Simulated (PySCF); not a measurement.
Estimate the missing entries of this data sheet.

Species: [TaOCl4]- (charge -1 and singlet state).
Z-matrix (Å and degrees, PBE0-D3(BJ)/def2-SVP geometry), rows numbered from 1:
```
Ta
O   1  1.7127
Cl  1  2.3931  2  104.39
Cl  1  2.3933  2  104.29  3   -90.02
Cl  1  2.3932  2  104.42  3   179.96
Cl  1  2.3933  2  104.34  3    89.99
```

```csv
property,level,value
point group,PBE0-D3(BJ)/def2-SVP,?
"rotational constants A, B, C",PBE0-D3(BJ)/def2-SVP,?
HOMO energy,B3LYP/def2-SVPD,?
LUMO energy,B3LYP/def2-SVPD,0.87 eV
lowest singlet excitation,TDDFT B3LYP/def2-SVPD,?
strongest line among the 10 lowest singlet transitions,TDDFT B3LYP/def2-SVPD,?
lowest triplet excitation (Tamm–Dancoff),TDA B3LYP/def2-SVPD,?
static isotropic polarisability,B3LYP/def2-SVPD,?
```

The electronic properties come from PySCF, for the isolated species, density fitting. Atoms past krypton carry effective core potentials; spin–orbit coupling is left out. The geometry's basis has no diffuse functions, a weakness for an anion.

(1) What is the point group?

(2) Give the lowest singlet excitation.

(3) The rotational constants A, B, C?

(4) The static isotropic polarisability?

(5) The strongest line among the 10 lowest singlet transitions?

(6) What is the HOMO energy?

(7) Give the lowest triplet excitation (Tamm–Dancoff).

Answers

(1) C4v.

(2) 4.06 eV (305 nm, f = 0.000).

(3) 1.092, 1.091, 0.672 GHz.

(4) 113.2 au.

(5) S5/S6 at 4.70 eV (264 nm, f = 0.132 summed over these states).

(6) -4.00 eV.

(7) 3.62 eV.

The rotational constants are those of an oblate symmetric top; the small spread among constants that symmetry makes equal is optimisation noise. The principal polarisabilities are 90.0, 124.8 and 124.8 au; their mean is the isotropic value. The largest Löwdin shares of the HOMO are 0.25 on Cl6, 0.25 on Cl5, 0.25 on Cl3 and 0.25 on Cl4. With B = h/(8π²I), that is 505.379 GHz u Å² over I, the principal moments of inertia are 462.8, 463.1 and 751.9 u Å² (most abundant isotopes); the inertial defect Ic − Ia − Ib is -174.0 u Å² (zero for a rigid planar frame, negative otherwise).
